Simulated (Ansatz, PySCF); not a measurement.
Bond stretch in SMILES [SiH3]Cl (H₃ClSi). The Si1–H5 bond (Si1 also carries Cl, H, H; H5 carries nothing else) is stretched with both fragments frozen at the PBE0/def2-TZVP optimised geometry.

Computed with: UHF/def2-TZVP (PySCF); RHF/def2-TZVP (PySCF); UKS-BLYP = unrestricted BLYP/def2-TZVP in PySCF; RKS-BLYP = PySCF 2.14.0 with restricted BLYP/def2-TZVP; UKS-BHandHLYP = PySCF 2.14.0 with unrestricted BHandHLYP/def2-TZVP; RKS-BHandHLYP = restricted BHandHLYP/def2-TZVP (PySCF); UKS-PBE = Ansatz (a program for electronic structure) with unrestricted PBE/def2-TZVP; RKS-PBE = Ansatz with restricted PBE/def2-TZVP; UKS-B3LYP/6-31G* = unrestricted B3LYP/6-31G*, spherical d (PySCF); RKS-B3LYP/6-31G* = restricted B3LYP/6-31G*, spherical d run with PySCF; UKS-BP86/6-31G* = unrestricted BP86/6-31G*, spherical d (PySCF); RKS-BP86/6-31G* = restricted BP86/6-31G*, spherical d run with PySCF; UKS-M06-2X/6-31G* = unrestricted M06-2X/6-31G*, spherical d in PySCF 2.14.0; RKS-M06-2X/6-31G* = restricted M06-2X/6-31G*, spherical d run with PySCF.

Scanned distances (Å): 1.12, 1.18, 1.27, 1.34, 1.40, 1.42, 1.48, 1.53, 1.57, 1.62, 1.73, 1.82, 2.00, 2.19, 2.44, 2.64, 2.94, 3.28, 3.61, 3.98, 4.48.

Question: Where does the unrestricted solution first break spin symmetry (<S²> of 0.01 or more)?

Answer: UHF: between 2.00 and 2.19 Å; UKS-BLYP: between 2.64 and 2.94 Å; UKS-BHandHLYP: between 2.19 and 2.44 Å; UKS-PBE: between 2.64 and 2.94 Å; UKS-B3LYP/6-31G*: between 2.44 and 2.64 Å; UKS-BP86/6-31G*: between 2.64 and 2.94 Å; UKS-M06-2X/6-31G*: between 2.44 and 2.64 Å.

```json
[
 {"R / Å": "1.12", "<S²> UHF": "0.00", "E(RHF) − E(UHF) / kJ/mol": "0.0", "<S²> UKS-BLYP": "0.00", "E(RKS-BLYP) − E(UKS-BLYP) / kJ/mol": "0.0", "<S²> UKS-BHandHLYP": "0.00", "E(RKS-BHandHLYP) − E(UKS-BHandHLYP) / kJ/mol": "0.0", "<S²> UKS-PBE": "0.00", "E(RKS-PBE) − E(UKS-PBE) / kJ/mol": "0.0", "<S²> UKS-B3LYP/6-31G*": "0.00", "E(RKS-B3LYP/6-31G*) − E(UKS-B3LYP/6-31G*) / kJ/mol": "0.0", "<S²> UKS-BP86/6-31G*": "0.00", "E(RKS-BP86/6-31G*) − E(UKS-BP86/6-31G*) / kJ/mol": "0.0", "<S²> UKS-M06-2X/6-31G*": "0.00", "E(RKS-M06-2X/6-31G*) − E(UKS-M06-2X/6-31G*) / kJ/mol": "0.0"},
 {"R / Å": "1.18", "<S²> UHF": "0.00", "E(RHF) − E(UHF) / kJ/mol": "0.0", "<S²> UKS-BLYP": "0.00", "E(RKS-BLYP) − E(UKS-BLYP) / kJ/mol": "0.0", "<S²> UKS-BHandHLYP": "0.00", "E(RKS-BHandHLYP) − E(UKS-BHandHLYP) / kJ/mol": "0.0", "<S²> UKS-PBE": "0.00", "E(RKS-PBE) − E(UKS-PBE) / kJ/mol": "0.0", "<S²> UKS-B3LYP/6-31G*": "0.00", "E(RKS-B3LYP/6-31G*) − E(UKS-B3LYP/6-31G*) / kJ/mol": "0.0", "<S²> UKS-BP86/6-31G*": "0.00", "E(RKS-BP86/6-31G*) − E(UKS-BP86/6-31G*) / kJ/mol": "0.0", "<S²> UKS-M06-2X/6-31G*": "0.00", "E(RKS-M06-2X/6-31G*) − E(UKS-M06-2X/6-31G*) / kJ/mol": "0.0"},
 {"R / Å": "1.27", "<S²> UHF": "0.00", "E(RHF) − E(UHF) / kJ/mol": "0.0", "<S²> UKS-BLYP": "0.00", "E(RKS-BLYP) − E(UKS-BLYP) / kJ/mol": "0.0", "<S²> UKS-BHandHLYP": "0.00", "E(RKS-BHandHLYP) − E(UKS-BHandHLYP) / kJ/mol": "0.0", "<S²> UKS-PBE": "0.00", "E(RKS-PBE) − E(UKS-PBE) / kJ/mol": "0.0", "<S²> UKS-B3LYP/6-31G*": "0.00", "E(RKS-B3LYP/6-31G*) − E(UKS-B3LYP/6-31G*) / kJ/mol": "0.0", "<S²> UKS-BP86/6-31G*": "0.00", "E(RKS-BP86/6-31G*) − E(UKS-BP86/6-31G*) / kJ/mol": "0.0", "<S²> UKS-M06-2X/6-31G*": "0.00", "E(RKS-M06-2X/6-31G*) − E(UKS-M06-2X/6-31G*) / kJ/mol": "0.0"},
 {"R / Å": "1.34", "<S²> UHF": "0.00", "E(RHF) − E(UHF) / kJ/mol": "0.0", "<S²> UKS-BLYP": "0.00", "E(RKS-BLYP) − E(UKS-BLYP) / kJ/mol": "0.0", "<S²> UKS-BHandHLYP": "0.00", "E(RKS-BHandHLYP) − E(UKS-BHandHLYP) / kJ/mol": "0.0", "<S²> UKS-PBE": "0.00", "E(RKS-PBE) − E(UKS-PBE) / kJ/mol": "0.0", "<S²> UKS-B3LYP/6-31G*": "0.00", "E(RKS-B3LYP/6-31G*) − E(UKS-B3LYP/6-31G*) / kJ/mol": "0.0", "<S²> UKS-BP86/6-31G*": "0.00", "E(RKS-BP86/6-31G*) − E(UKS-BP86/6-31G*) / kJ/mol": "0.0", "<S²> UKS-M06-2X/6-31G*": "0.00", "E(RKS-M06-2X/6-31G*) − E(UKS-M06-2X/6-31G*) / kJ/mol": "0.0"},
 {"R / Å": "1.40", "<S²> UHF": "0.00", "E(RHF) − E(UHF) / kJ/mol": "0.0", "<S²> UKS-BLYP": "0.00", "E(RKS-BLYP) − E(UKS-BLYP) / kJ/mol": "0.0", "<S²> UKS-BHandHLYP": "0.00", "E(RKS-BHandHLYP) − E(UKS-BHandHLYP) / kJ/mol": "0.0", "<S²> UKS-PBE": "0.00", "E(RKS-PBE) − E(UKS-PBE) / kJ/mol": "0.0", "<S²> UKS-B3LYP/6-31G*": "0.00", "E(RKS-B3LYP/6-31G*) − E(UKS-B3LYP/6-31G*) / kJ/mol": "0.0", "<S²> UKS-BP86/6-31G*": "0.00", "E(RKS-BP86/6-31G*) − E(UKS-BP86/6-31G*) / kJ/mol": "0.0", "<S²> UKS-M06-2X/6-31G*": "0.00", "E(RKS-M06-2X/6-31G*) − E(UKS-M06-2X/6-31G*) / kJ/mol": "0.0"},
 {"R / Å": "1.42", "<S²> UHF": "0.00", "E(RHF) − E(UHF) / kJ/mol": "0.0", "<S²> UKS-BLYP": "0.00", "E(RKS-BLYP) − E(UKS-BLYP) / kJ/mol": "0.0", "<S²> UKS-BHandHLYP": "0.00", "E(RKS-BHandHLYP) − E(UKS-BHandHLYP) / kJ/mol": "0.0", "<S²> UKS-PBE": "0.00", "E(RKS-PBE) − E(UKS-PBE) / kJ/mol": "0.0", "<S²> UKS-B3LYP/6-31G*": "0.00", "E(RKS-B3LYP/6-31G*) − E(UKS-B3LYP/6-31G*) / kJ/mol": "0.0", "<S²> UKS-BP86/6-31G*": "0.00", "E(RKS-BP86/6-31G*) − E(UKS-BP86/6-31G*) / kJ/mol": "0.0", "<S²> UKS-M06-2X/6-31G*": "0.00", "E(RKS-M06-2X/6-31G*) − E(UKS-M06-2X/6-31G*) / kJ/mol": "0.0"},
 {"R / Å": "1.48", "<S²> UHF": "0.00", "E(RHF) − E(UHF) / kJ/mol": "0.0", "<S²> UKS-BLYP": "0.00", "E(RKS-BLYP) − E(UKS-BLYP) / kJ/mol": "0.0", "<S²> UKS-BHandHLYP": "0.00", "E(RKS-BHandHLYP) − E(UKS-BHandHLYP) / kJ/mol": "0.0", "<S²> UKS-PBE": "0.00", "E(RKS-PBE) − E(UKS-PBE) / kJ/mol": "0.0", "<S²> UKS-B3LYP/6-31G*": "0.00", "E(RKS-B3LYP/6-31G*) − E(UKS-B3LYP/6-31G*) / kJ/mol": "0.0", "<S²> UKS-BP86/6-31G*": "0.00", "E(RKS-BP86/6-31G*) − E(UKS-BP86/6-31G*) / kJ/mol": "0.0", "<S²> UKS-M06-2X/6-31G*": "0.00", "E(RKS-M06-2X/6-31G*) − E(UKS-M06-2X/6-31G*) / kJ/mol": "0.0"},
 {"R / Å": "1.53", "<S²> UHF": "0.00", "E(RHF) − E(UHF) / kJ/mol": "0.0", "<S²> UKS-BLYP": "0.00", "E(RKS-BLYP) − E(UKS-BLYP) / kJ/mol": "0.0", "<S²> UKS-BHandHLYP": "0.00", "E(RKS-BHandHLYP) − E(UKS-BHandHLYP) / kJ/mol": "0.0", "<S²> UKS-PBE": "0.00", "E(RKS-PBE) − E(UKS-PBE) / kJ/mol": "0.0", "<S²> UKS-B3LYP/6-31G*": "0.00", "E(RKS-B3LYP/6-31G*) − E(UKS-B3LYP/6-31G*) / kJ/mol": "0.0", "<S²> UKS-BP86/6-31G*": "0.00", "E(RKS-BP86/6-31G*) − E(UKS-BP86/6-31G*) / kJ/mol": "0.0", "<S²> UKS-M06-2X/6-31G*": "0.00", "E(RKS-M06-2X/6-31G*) − E(UKS-M06-2X/6-31G*) / kJ/mol": "0.0"},
 {"R / Å": "1.57", "<S²> UHF": "0.00", "E(RHF) − E(UHF) / kJ/mol": "0.0", "<S²> UKS-BLYP": "0.00", "E(RKS-BLYP) − E(UKS-BLYP) / kJ/mol": "0.0", "<S²> UKS-BHandHLYP": "0.00", "E(RKS-BHandHLYP) − E(UKS-BHandHLYP) / kJ/mol": "0.0", "<S²> UKS-PBE": "0.00", "E(RKS-PBE) − E(UKS-PBE) / kJ/mol": "0.0", "<S²> UKS-B3LYP/6-31G*": "0.00", "E(RKS-B3LYP/6-31G*) − E(UKS-B3LYP/6-31G*) / kJ/mol": "0.0", "<S²> UKS-BP86/6-31G*": "0.00", "E(RKS-BP86/6-31G*) − E(UKS-BP86/6-31G*) / kJ/mol": "0.0", "<S²> UKS-M06-2X/6-31G*": "0.00", "E(RKS-M06-2X/6-31G*) − E(UKS-M06-2X/6-31G*) / kJ/mol": "0.0"},
 {"R / Å": "1.62", "<S²> UHF": "0.00", "E(RHF) − E(UHF) / kJ/mol": "0.0", "<S²> UKS-BLYP": "0.00", "E(RKS-BLYP) − E(UKS-BLYP) / kJ/mol": "0.0", "<S²> UKS-BHandHLYP": "0.00", "E(RKS-BHandHLYP) − E(UKS-BHandHLYP) / kJ/mol": "0.0", "<S²> UKS-PBE": "0.00", "E(RKS-PBE) − E(UKS-PBE) / kJ/mol": "0.0", "<S²> UKS-B3LYP/6-31G*": "0.00", "E(RKS-B3LYP/6-31G*) − E(UKS-B3LYP/6-31G*) / kJ/mol": "0.0", "<S²> UKS-BP86/6-31G*": "0.00", "E(RKS-BP86/6-31G*) − E(UKS-BP86/6-31G*) / kJ/mol": "0.0", "<S²> UKS-M06-2X/6-31G*": "0.00", "E(RKS-M06-2X/6-31G*) − E(UKS-M06-2X/6-31G*) / kJ/mol": "0.0"},
 {"R / Å": "1.73", "<S²> UHF": "0.00", "E(RHF) − E(UHF) / kJ/mol": "0.0", "<S²> UKS-BLYP": "0.00", "E(RKS-BLYP) − E(UKS-BLYP) / kJ/mol": "0.0", "<S²> UKS-BHandHLYP": "0.00", "E(RKS-BHandHLYP) − E(UKS-BHandHLYP) / kJ/mol": "0.0", "<S²> UKS-PBE": "0.00", "E(RKS-PBE) − E(UKS-PBE) / kJ/mol": "0.0", "<S²> UKS-B3LYP/6-31G*": "0.00", "E(RKS-B3LYP/6-31G*) − E(UKS-B3LYP/6-31G*) / kJ/mol": "0.0", "<S²> UKS-BP86/6-31G*": "0.00", "E(RKS-BP86/6-31G*) − E(UKS-BP86/6-31G*) / kJ/mol": "0.0", "<S²> UKS-M06-2X/6-31G*": "0.00", "E(RKS-M06-2X/6-31G*) − E(UKS-M06-2X/6-31G*) / kJ/mol": "0.0"},
 {"R / Å": "1.82", "<S²> UHF": "0.00", "E(RHF) − E(UHF) / kJ/mol": "0.0", "<S²> UKS-BLYP": "0.00", "E(RKS-BLYP) − E(UKS-BLYP) / kJ/mol": "0.0", "<S²> UKS-BHandHLYP": "0.00", "E(RKS-BHandHLYP) − E(UKS-BHandHLYP) / kJ/mol": "0.0", "<S²> UKS-PBE": "0.00", "E(RKS-PBE) − E(UKS-PBE) / kJ/mol": "0.0", "<S²> UKS-B3LYP/6-31G*": "0.00", "E(RKS-B3LYP/6-31G*) − E(UKS-B3LYP/6-31G*) / kJ/mol": "0.0", "<S²> UKS-BP86/6-31G*": "0.00", "E(RKS-BP86/6-31G*) − E(UKS-BP86/6-31G*) / kJ/mol": "0.0", "<S²> UKS-M06-2X/6-31G*": "0.00", "E(RKS-M06-2X/6-31G*) − E(UKS-M06-2X/6-31G*) / kJ/mol": "0.0"},
 {"R / Å": "2.00", "<S²> UHF": "0.00", "E(RHF) − E(UHF) / kJ/mol": "0.0", "<S²> UKS-BLYP": "0.00", "E(RKS-BLYP) − E(UKS-BLYP) / kJ/mol": "0.0", "<S²> UKS-BHandHLYP": "0.00", "E(RKS-BHandHLYP) − E(UKS-BHandHLYP) / kJ/mol": "0.0", "<S²> UKS-PBE": "0.00", "E(RKS-PBE) − E(UKS-PBE) / kJ/mol": "0.0", "<S²> UKS-B3LYP/6-31G*": "0.00", "E(RKS-B3LYP/6-31G*) − E(UKS-B3LYP/6-31G*) / kJ/mol": "0.0", "<S²> UKS-BP86/6-31G*": "0.00", "E(RKS-BP86/6-31G*) − E(UKS-BP86/6-31G*) / kJ/mol": "0.0", "<S²> UKS-M06-2X/6-31G*": "0.00", "E(RKS-M06-2X/6-31G*) − E(UKS-M06-2X/6-31G*) / kJ/mol": "0.0"},
 {"R / Å": "2.19", "<S²> UHF": "0.12", "E(RHF) − E(UHF) / kJ/mol": "1.1", "<S²> UKS-BLYP": "0.00", "E(RKS-BLYP) − E(UKS-BLYP) / kJ/mol": "0.0", "<S²> UKS-BHandHLYP": "0.00", "E(RKS-BHandHLYP) − E(UKS-BHandHLYP) / kJ/mol": "0.0", "<S²> UKS-PBE": "0.00", "E(RKS-PBE) − E(UKS-PBE) / kJ/mol": "0.0", "<S²> UKS-B3LYP/6-31G*": "0.00", "E(RKS-B3LYP/6-31G*) − E(UKS-B3LYP/6-31G*) / kJ/mol": "0.0", "<S²> UKS-BP86/6-31G*": "0.00", "E(RKS-BP86/6-31G*) − E(UKS-BP86/6-31G*) / kJ/mol": "0.0", "<S²> UKS-M06-2X/6-31G*": "0.00", "E(RKS-M06-2X/6-31G*) − E(UKS-M06-2X/6-31G*) / kJ/mol": "0.0"},
 {"R / Å": "2.44", "<S²> UHF": "0.55", "E(RHF) − E(UHF) / kJ/mol": "32.6", "<S²> UKS-BLYP": "0.00", "E(RKS-BLYP) − E(UKS-BLYP) / kJ/mol": "0.0", "<S²> UKS-BHandHLYP": "0.14", "E(RKS-BHandHLYP) − E(UKS-BHandHLYP) / kJ/mol": "1.5", "<S²> UKS-PBE": "0.00", "E(RKS-PBE) − E(UKS-PBE) / kJ/mol": "0.0", "<S²> UKS-B3LYP/6-31G*": "0.00", "E(RKS-B3LYP/6-31G*) − E(UKS-B3LYP/6-31G*) / kJ/mol": "0.0", "<S²> UKS-BP86/6-31G*": "0.00", "E(RKS-BP86/6-31G*) − E(UKS-BP86/6-31G*) / kJ/mol": "0.0", "<S²> UKS-M06-2X/6-31G*": "0.00", "E(RKS-M06-2X/6-31G*) − E(UKS-M06-2X/6-31G*) / kJ/mol": "0.0"},
 {"R / Å": "2.64", "<S²> UHF": "0.74", "E(RHF) − E(UHF) / kJ/mol": "74.0", "<S²> UKS-BLYP": "0.00", "E(RKS-BLYP) − E(UKS-BLYP) / kJ/mol": "0.0", "<S²> UKS-BHandHLYP": "0.44", "E(RKS-BHandHLYP) − E(UKS-BHandHLYP) / kJ/mol": "15.9", "<S²> UKS-PBE": "0.00", "E(RKS-PBE) − E(UKS-PBE) / kJ/mol": "0.0", "<S²> UKS-B3LYP/6-31G*": "0.21", "E(RKS-B3LYP/6-31G*) − E(UKS-B3LYP/6-31G*) / kJ/mol": "2.6", "<S²> UKS-BP86/6-31G*": "0.00", "E(RKS-BP86/6-31G*) − E(UKS-BP86/6-31G*) / kJ/mol": "0.0", "<S²> UKS-M06-2X/6-31G*": "0.39", "E(RKS-M06-2X/6-31G*) − E(UKS-M06-2X/6-31G*) / kJ/mol": "7.7"},
 {"R / Å": "2.94", "<S²> UHF": "0.88", "E(RHF) − E(UHF) / kJ/mol": "142.1", "<S²> UKS-BLYP": "0.39", "E(RKS-BLYP) − E(UKS-BLYP) / kJ/mol": "7.5", "<S²> UKS-BHandHLYP": "0.73", "E(RKS-BHandHLYP) − E(UKS-BHandHLYP) / kJ/mol": "53.0", "<S²> UKS-PBE": "0.50", "E(RKS-PBE) − E(UKS-PBE) / kJ/mol": "9.1", "<S²> UKS-B3LYP/6-31G*": "0.60", "E(RKS-B3LYP/6-31G*) − E(UKS-B3LYP/6-31G*) / kJ/mol": "24.2", "<S²> UKS-BP86/6-31G*": "0.40", "E(RKS-BP86/6-31G*) − E(UKS-BP86/6-31G*) / kJ/mol": "5.8", "<S²> UKS-M06-2X/6-31G*": "0.75", "E(RKS-M06-2X/6-31G*) − E(UKS-M06-2X/6-31G*) / kJ/mol": "45.4"},
 {"R / Å": "3.28", "<S²> UHF": "0.95", "E(RHF) − E(UHF) / kJ/mol": "214.1", "<S²> UKS-BLYP": "0.70", "E(RKS-BLYP) − E(UKS-BLYP) / kJ/mol": "27.5", "<S²> UKS-BHandHLYP": "0.89", "E(RKS-BHandHLYP) − E(UKS-BHandHLYP) / kJ/mol": "100.0", "<S²> UKS-PBE": "0.82", "E(RKS-PBE) − E(UKS-PBE) / kJ/mol": "35.5", "<S²> UKS-B3LYP/6-31G*": "0.83", "E(RKS-B3LYP/6-31G*) − E(UKS-B3LYP/6-31G*) / kJ/mol": "58.7", "<S²> UKS-BP86/6-31G*": "0.75", "E(RKS-BP86/6-31G*) − E(UKS-BP86/6-31G*) / kJ/mol": "28.6", "<S²> UKS-M06-2X/6-31G*": "0.91", "E(RKS-M06-2X/6-31G*) − E(UKS-M06-2X/6-31G*) / kJ/mol": "96.4"},
 {"R / Å": "3.61", "<S²> UHF": "0.98", "E(RHF) − E(UHF) / kJ/mol": "273.9", "<S²> UKS-BLYP": "0.87", "E(RKS-BLYP) − E(UKS-BLYP) / kJ/mol": "48.5", "<S²> UKS-BHandHLYP": "0.95", "E(RKS-BHandHLYP) − E(UKS-BHandHLYP) / kJ/mol": "141.6", "<S²> UKS-PBE": "0.94", "E(RKS-PBE) − E(UKS-PBE) / kJ/mol": "62.4", "<S²> UKS-B3LYP/6-31G*": "0.93", "E(RKS-B3LYP/6-31G*) − E(UKS-B3LYP/6-31G*) / kJ/mol": "91.2", "<S²> UKS-BP86/6-31G*": "0.90", "E(RKS-BP86/6-31G*) − E(UKS-BP86/6-31G*) / kJ/mol": "53.2", "<S²> UKS-M06-2X/6-31G*": "0.97", "E(RKS-M06-2X/6-31G*) − E(UKS-M06-2X/6-31G*) / kJ/mol": "141.8"},
 {"R / Å": "3.98", "<S²> UHF": "1.00", "E(RHF) − E(UHF) / kJ/mol": "328.9", "<S²> UKS-BLYP": "0.95", "E(RKS-BLYP) − E(UKS-BLYP) / kJ/mol": "68.8", "<S²> UKS-BHandHLYP": "0.98", "E(RKS-BHandHLYP) − E(UKS-BHandHLYP) / kJ/mol": "179.8", "<S²> UKS-PBE": "0.98", "E(RKS-PBE) − E(UKS-PBE) / kJ/mol": "87.0", "<S²> UKS-B3LYP/6-31G*": "0.98", "E(RKS-B3LYP/6-31G*) − E(UKS-B3LYP/6-31G*) / kJ/mol": "121.5", "<S²> UKS-BP86/6-31G*": "0.97", "E(RKS-BP86/6-31G*) − E(UKS-BP86/6-31G*) / kJ/mol": "76.7", "<S²> UKS-M06-2X/6-31G*": "—", "E(RKS-M06-2X/6-31G*) − E(UKS-M06-2X/6-31G*) / kJ/mol": "—"},
 {"R / Å": "4.48", "<S²> UHF": "1.00", "E(RHF) − E(UHF) / kJ/mol": "385.9", "<S²> UKS-BLYP": "0.99", "E(RKS-BLYP) − E(UKS-BLYP) / kJ/mol": "88.7", "<S²> UKS-BHandHLYP": "1.00", "E(RKS-BHandHLYP) − E(UKS-BHandHLYP) / kJ/mol": "218.0", "<S²> UKS-PBE": "1.00", "E(RKS-PBE) − E(UKS-PBE) / kJ/mol": "109.5", "<S²> UKS-B3LYP/6-31G*": "1.00", "E(RKS-B3LYP/6-31G*) − E(UKS-B3LYP/6-31G*) / kJ/mol": "150.8", "<S²> UKS-BP86/6-31G*": "0.99", "E(RKS-BP86/6-31G*) − E(UKS-BP86/6-31G*) / kJ/mol": "99.0", "<S²> UKS-M06-2X/6-31G*": "1.00", "E(RKS-M06-2X/6-31G*) − E(UKS-M06-2X/6-31G*) / kJ/mol": "—"}
]
```

Dashes: no converged value, or the column stops at the first point that the program doubted or that broke a chosen test of continuity, which isn't proof of a fault.
